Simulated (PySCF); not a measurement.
A side-by-side comparison of computed properties.

First species: C4H10P2S.
InChI=1S/C4H10P2S/c1-3-4(2)6(3,5)7/h3-4H,5H2,1-2H3/t3-,4-/m1/s1

Second species: C₅H₆F₂OSi.
Cartesian coordinates in Å at the GFN2-xTB level; atoms count from 1:
```
atom  x, y, z in Å
C1     2.2404   -0.4545    0.3912
C2     1.3126    0.6898    0.6753
O3     1.6615    1.7373    1.1700
C4    -0.1018    0.4560    0.3026
C5    -1.1548    1.2870    0.4352
Si6   -2.4520    0.1160   -0.2998
C7    -0.7073   -0.7834   -0.3238
F8    -0.1609   -1.1063   -1.5378
F9    -0.5499   -1.9134    0.4342
H10    2.2182   -0.6869   -0.6728
H11    1.9028   -1.3402    0.9280
H12    3.2532   -0.2027    0.6939
H13   -1.1072    2.2800    0.8502
H14   -2.9581    0.4266   -1.6288
H15   -3.4010   -0.4972    0.6181
```

Levels: CAM-B3LYP/def2-SVPD for dipole moment, HOMO energy, LUMO energy, HOMO–LUMO gap, static isotropic polarisability and electronic spatial extent ⟨r²⟩ about the centre of nuclear charge; TDDFT CAM-B3LYP/def2-SVPD for lowest singlet excitation; TDA CAM-B3LYP/def2-SVPD for lowest triplet excitation (Tamm–Dancoff); GFN2-xTB for rotational constant A and rotational constant C. Geometries: GFN2-xTB. Each structure is a single optimised conformer of the isolated species, non-relativistic unless stated; the electronic structure was computed with PySCF and density fitting.

The conformers computed, where there is a choice (atom-mapped SMILES and torsion angles):
- `[CH3:1][C@@H:2]1[C@@H:3]([CH3:4])[P:5]1([PH2:6])=[S:7]`: H–P6–P5–C3 -157°, H–P6–P5–C3 111°
- `[CH3:1][C:2](=[O:3])[C:4]1=[CH:5][SiH2:6][C:7]1([F:8])[F:9]`: C1–C2–C4–C5 180°

**Question.** Which has the higher HOMO–LUMO gap?

**Answer.** The second: 7.79 eV against 7.60 eV, a difference of 0.19 eV.

**Question.** Which of the two has the higher S1 energy, and by how much?

**Answer.** The first: 4.37 eV against 3.58 eV, a difference of 0.79 eV.

**Question.** Which of the two has the higher rotational constant A, and by how much?

**Answer.** The second: 2.094 GHz against 1.423 GHz, a difference of 0.671 GHz.

**Question.** Which of the two has the higher T1 energy, and by how much?

**Answer.** The first: 4.00 eV against 3.12 eV, a difference of 0.88 eV.

**Question.** Which has the higher LUMO energy?

**Answer.** The first: 0.21 eV against -1.25 eV, a difference of 1.46 eV.

**Question.** Which of the two has the higher ⟨r²⟩, and by how much?

**Answer.** The first: 1432 bohr² against 1344 bohr², a difference of 88 bohr².

**Question.** Which of the two has the higher static isotropic polarisability, and by how much?

**Answer.** The first: 122.9 au against 86.5 au, a difference of 36.4 au.

**Question.** Which has the higher dipole moment?

**Answer.** The first: 4.19 D against 2.63 D, a difference of 1.56 D.

On the first: S1 lies 3.23 eV below the HOMO–LUMO gap; its leading configuration is HOMO→LUMO, weight 0.93. The polarisability is 18.21 Å³ as a volume (1 au = 0.148185 Å³), or 1.54 au for each of the 80 electrons.

On the second: No computed singlet falls in the visible range (750 to 380 nm, 1.65 to 3.26 eV); S1 lies 0.32 eV above its blue end. The polarisability is 12.81 Å³ as a volume (1 au = 0.148185 Å³), or 1.14 au for each of the 76 electrons.
